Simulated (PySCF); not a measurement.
PySCF input file for thionyl fluoride (F₂OS), SMILES O=S(F)F, PBE0/pcSseg-2. Geometry: PBE0-D3(BJ)/def2-TZVP.

```python
import numpy as np
from pyscf import gto, scf, dft
from pyscf.prop.nmr import rks as nmr

mol = gto.M(
    atom='''
    O     1.36429133    0.34683948   -0.00000002
    S     0.15986247   -0.40337514   -0.00000000
    F    -0.74845166    0.20440480    1.15199157
    F    -0.74845170    0.20440480   -1.15199156
    ''',
    basis='pcSseg-2',
    charge=0,
    spin=0,
    max_memory=1600,
    verbose=3,
)
mf = dft.RKS(mol, xc='pbe0')
mf.grids.level = 3
mf.conv_tol = 1e-10
mf.max_cycle = 100
mf.kernel()
n = nmr.NMR(mf)
n.verbose = 2
n.max_cycle_cphf = 60
sigma = n.kernel()
print('atom   isotropic/ppm   span/ppm')
for i, s in enumerate(sigma):
    w = np.linalg.eigvalsh((s + s.T) / 2)
    print(f'{mol.atom_symbol(i):2s}{i + 1:3d} {w.mean():14.3f} {w[2] - w[0]:11.3f}')
```

It prints:

```
converged SCF energy = -672.827836315405
atom   isotropic/ppm   span/ppm
O   1         16.090     314.598
S   2        -48.396     637.590
F   3        102.396     370.190
F   4        102.396     370.190
```

The run converged.

Cost: around 21 core-seconds (rough).
